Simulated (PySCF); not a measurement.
C₄H₆FN₃.
SMILES with atom numbers: `[CH3:1][c:2]1[n:3][n:4]([CH3:5])[n:6][c:7]1[F:8]` (hydrogens: H9, H10, H11 on C1; H12, H13, H14 on C5)

The same species was optimised twice, with GFN2-xTB and with PBE0-D3(BJ)/def2-SVP (PySCF), and the same property calculations (PySCF, gas phase) were run on both structures.

```json
{"coordinate": "C7–F8 (Å)", "GFN2-xTB": "1.327", "PBE0-D3(BJ)/def2-SVP": "1.315", "change": "-0.012"}
{"coordinate": "N4–C5 (Å)", "GFN2-xTB": "1.431", "PBE0-D3(BJ)/def2-SVP": "1.439", "change": "+0.008"}
{"coordinate": "N6–C7 (Å)", "GFN2-xTB": "1.323", "PBE0-D3(BJ)/def2-SVP": "1.317", "change": "-0.006"}
{"coordinate": "N4–N6 (Å)", "GFN2-xTB": "1.312", "PBE0-D3(BJ)/def2-SVP": "1.319", "change": "+0.007"}
{"coordinate": "C2–N3 (Å)", "GFN2-xTB": "1.330", "PBE0-D3(BJ)/def2-SVP": "1.334", "change": "+0.004"}
{"coordinate": "C1–C2 (Å)", "GFN2-xTB": "1.483", "PBE0-D3(BJ)/def2-SVP": "1.486", "change": "+0.003"}
{"coordinate": "N3–N4 (Å)", "GFN2-xTB": "1.310", "PBE0-D3(BJ)/def2-SVP": "1.313", "change": "+0.003"}
{"coordinate": "C2–C7 (Å)", "GFN2-xTB": "1.403", "PBE0-D3(BJ)/def2-SVP": "1.405", "change": "+0.002"}
{"coordinate": "N3–N4–N6 (°)", "GFN2-xTB": "114.9", "PBE0-D3(BJ)/def2-SVP": "116.0", "change": "+1.1"}
{"coordinate": "N4–N6–C7 (°)", "GFN2-xTB": "103.7", "PBE0-D3(BJ)/def2-SVP": "102.7", "change": "-1.0"}
{"coordinate": "C2–N3–N4 (°)", "GFN2-xTB": "105.9", "PBE0-D3(BJ)/def2-SVP": "104.9", "change": "-1.0"}
{"coordinate": "C2–C7–N6 (°)", "GFN2-xTB": "109.7", "PBE0-D3(BJ)/def2-SVP": "110.5", "change": "+0.8"}
{"coordinate": "N3–N4–C5 (°)", "GFN2-xTB": "122.8", "PBE0-D3(BJ)/def2-SVP": "122.0", "change": "-0.8"}
{"coordinate": "N6–C7–F8 (°)", "GFN2-xTB": "122.6", "PBE0-D3(BJ)/def2-SVP": "121.9", "change": "-0.7"}
{"coordinate": "C5–N4–N6 (°)", "GFN2-xTB": "122.3", "PBE0-D3(BJ)/def2-SVP": "121.9", "change": "-0.4"}
{"coordinate": "C1–C2–N3 (°)", "GFN2-xTB": "124.6", "PBE0-D3(BJ)/def2-SVP": "124.4", "change": "-0.2"}
```

Rotational constants: A = 3651, B = 1837, C = 1241 MHz (GFN2-xTB) against A = 3632, B = 1845, C = 1243 MHz (PBE0-D3(BJ)/def2-SVP).

On the GFN2-xTB structure: lowest singlet, TDDFT (eV) 6.19 [PBE0/def2-SVPD]; lowest triplet, Tamm–Dancoff (eV) 4.57 [PBE0/def2-SVPD]; isotropic polarisability (au) 68.0 [PBE0/def2-SVPD]; HOMO (eV) -7.32 [PBE0/def2-SVPD]; LUMO (eV) -0.30 [PBE0/def2-SVPD]; dipole (D) 1.82 [PBE0/def2-SVPD]; HOMO (eV) -7.26 [PBE0/pcSseg-1]; LUMO (eV) -0.17 [PBE0/pcSseg-1]; dipole (D) 1.82 [PBE0/pcSseg-1]; GIAO shielding of C1 (ppm) 176.8 [PBE0/pcSseg-1]; GIAO shielding of C2 (ppm) 54.6 [PBE0/pcSseg-1]; GIAO shielding of N3 (ppm) -101.0 [PBE0/pcSseg-1]; GIAO shielding of N4 (ppm) 23.2 [PBE0/pcSseg-1]; GIAO shielding of C5 (ppm) 144.9 [PBE0/pcSseg-1]; GIAO shielding of N6 (ppm) -68.4 [PBE0/pcSseg-1]; GIAO shielding of C7 (ppm) 17.2 [PBE0/pcSseg-1]; GIAO shielding of F8 (ppm) 334.0 [PBE0/pcSseg-1].

Problem. What do these properties become on the PBE0-D3(BJ)/def2-SVP structure?

Solution. 
```csv
property,level,on GFN2-xTB,on PBE0-D3(BJ)/def2-SVP,change
"lowest singlet, TDDFT (eV)",PBE0/def2-SVPD,6.19,6.11,-0.08
"lowest triplet, Tamm–Dancoff (eV)",PBE0/def2-SVPD,4.57,4.48,-0.09
isotropic polarisability (au),PBE0/def2-SVPD,68.0,68.6,+0.6
HOMO (eV),PBE0/def2-SVPD,-7.32,-7.28,+0.04
LUMO (eV),PBE0/def2-SVPD,-0.30,-0.36,-0.06
dipole (D),PBE0/def2-SVPD,1.82,1.73,-0.09
"energy, GFN2-xTB geometry as zero (kcal/mol)",PBE0/def2-SVPD,0.0,-0.5,-0.5
HOMO (eV),PBE0/pcSseg-1,-7.26,-7.22,+0.04
LUMO (eV),PBE0/pcSseg-1,-0.17,-0.23,-0.06
dipole (D),PBE0/pcSseg-1,1.82,1.73,-0.09
"energy, GFN2-xTB geometry as zero (kcal/mol)",PBE0/pcSseg-1,0.0,-0.5,-0.5
GIAO shielding of C1 (ppm),PBE0/pcSseg-1,176.8,175.2,-1.6
GIAO shielding of C2 (ppm),PBE0/pcSseg-1,54.6,53.9,-0.7
GIAO shielding of N3 (ppm),PBE0/pcSseg-1,-101.0,-103.8,-2.8
GIAO shielding of N4 (ppm),PBE0/pcSseg-1,23.2,20.9,-2.3
GIAO shielding of C5 (ppm),PBE0/pcSseg-1,144.9,142.8,-2.1
GIAO shielding of N6 (ppm),PBE0/pcSseg-1,-68.4,-65.9,+2.5
GIAO shielding of C7 (ppm),PBE0/pcSseg-1,17.2,18.8,+1.6
GIAO shielding of F8 (ppm),PBE0/pcSseg-1,334.0,335.5,+1.5
```

The heavy atoms differ by 0.013 Å rms after alignment. Among bonds between heavy atoms C7–F8 changes most (-0.012 Å). Changes are differences of the printed values. Neither structure is proved a minimum here.
